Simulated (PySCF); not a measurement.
Choosing a molecule for a target property.

Species are written as SMILES; each is one conformer at its optimised geometry, gas phase, non-relativistic unless stated; the electronic structure was computed with PySCF and density fitting.

The conformers computed, where there is a choice (atom-mapped SMILES and torsion angles):
- `[CH3:1][C:2](/[CH:3]=[N:4]\[SiH3:5])=[CH:6]/[CH:7]=[O:8]`: C1–C2–C3–N4 120°, C2–C6–C7–O8 177°
- `[OH:1][SiH2:2][C:3]([F:4])([F:5])[C:6]([F:7])([F:8])[F:9]`: O1–Si2–C3–F4 -162°, Si2–C3–C6–F7 64°, H–O1–Si2–C3 -45°
- `[H]/[N:5]=[C:4](\[C:2]([CH3:1])=[O:3])[C@H:6]1[CH2:7][SiH2:8]1`: C1–C2–C4–N5 -32°, C2–C4–C6–C7 -29°
- `[CH2:1]=[C:2]([O:3][SiH3:4])[O:5][C@H:6]([F:7])[SiH2:8][F:9]`: C1–C2–O3–Si4 180°, C1–C2–O5–C6 13°, C2–O5–C6–F7 -75°, O5–C6–Si8–F9 -81°
- `[CH2:1]=[N:2][Si@H:3]1[CH2:4][C@@H:5]([CH:6]=[O:7])[CH2:8]1`: C1–N2–Si3–C4 139°, C4–C5–C6–O7 -128°
- `[CH3:1][C:2]([CH3:3])=[C:4]([CH:5]=[O:6])[O:7][CH2:8][SiH2:9][Cl:10]`: C2–C4–C5–O6 -6°, C2–C4–O7–C8 111°, C4–O7–C8–Si9 -176°, O7–C8–Si9–Cl10 67°
- `[NH2:1][CH2:2][C@@H:3]1[CH2:4][CH2:5][C@@H:6]1[NH:7][SiH2:8][F:9]`: N1–C2–C3–C4 54°, C5–C6–N7–Si8 93°, C6–N7–Si8–F9 48°, H–N1–C2–C3 177°, H–N1–C2–C3 -64°
- `[CH3:1][C:2](/[CH:3]=[N:4]/[SiH3:5])=[CH:6]\[CH:7]=[O:8]`: C1–C2–C3–N4 177°, C2–C6–C7–O8 2°

The conformers of `C=CCC[SiH](N)N` and `O=COC[Si@H](O)[SiH2]S` aren't listed.

**Question.** Wanted: lowest triplet excitation (Tamm–Dancoff) below 6 eV (TDA B3LYP/def2-SVPD) and lowest singlet excitation above 5.5 eV (TDDFT B3LYP/def2-SVPD), at GFN2-xTB geometries. Which candidate meets both?
A. `O[SiH2]C(F)(F)C(F)(F)F`
B. `C=CCC[SiH](N)N`
C. `O=COC[Si@H](O)[SiH2]S`
D. `CC(/C=N\[SiH3])=C/C=O`

**Answer.** B. Computed values:
```csv
species,lowest triplet excitation (Tamm–Dancoff),lowest singlet excitation
CC(/C=N\[SiH3])=C/C=O,2.89 eV,3.33 eV
C=CCC[SiH](N)N,4.40 eV,5.84 eV
O=COC[Si@H](O)[SiH2]S,4.94 eV,5.21 eV
O[SiH2]C(F)(F)C(F)(F)F,6.63 eV,7.01 eV
```

**Question.** Wanted: smallest rotational constant above 0.7 GHz (GFN2-xTB) and HOMO–LUMO gap below 5.55 eV (PBE0/pcSseg-1), at GFN2-xTB geometries. Which candidate meets both?
A. `CC(C)=C(C=O)OC[SiH2]Cl`
B. `C=C(O[SiH3])O[C@H](F)[SiH2]F`
C. `[H]/N=C(\C(C)=O)[C@H]1C[SiH2]1`
D. `C=N[Si@H]1C[C@@H](C=O)C1`

**Answer.** C. Computed values:
```
                       species  smallest rotational constant  HOMO–LUMO gap
        CC(C)=C(C=O)OC[SiH2]Cl                     0.388 GHz        5.49 eV
  C=C(O[SiH3])O[C@H](F)[SiH2]F                     0.555 GHz        6.47 eV
      C=N[Si@H]1C[C@@H](C=O)C1                     0.911 GHz        5.61 eV
[H]/N=C(\C(C)=O)[C@H]1C[SiH2]1                     1.091 GHz        4.79 eV
```

**Question.** Wanted: HOMO energy between -7.2 eV and -6.6 eV (PBE0/pcSseg-1) and dipole moment above 2 D (PBE0/pcSseg-1), at GFN2-xTB geometries. Which candidate meets both?
A. `CC(/C=N/[SiH3])=C\C=O`
B. `[H]/N=C(\C(C)=O)[C@H]1C[SiH2]1`
C. `C=N[Si@H]1C[C@@H](C=O)C1`
D. `NC[C@@H]1CC[C@@H]1N[SiH2]F`

**Answer.** C. Computed values:
| species | HOMO energy | dipole moment |
| --- | --- | --- |
| CC(/C=N/[SiH3])=C\C=O | -7.36 eV | 2.46 D |
| C=N[Si@H]1C[C@@H](C=O)C1 | -6.96 eV | 4.89 D |
| [H]/N=C(\C(C)=O)[C@H]1C[SiH2]1 | -6.71 eV | 1.81 D |
| NC[C@@H]1CC[C@@H]1N[SiH2]F | -6.51 eV | 3.98 D |
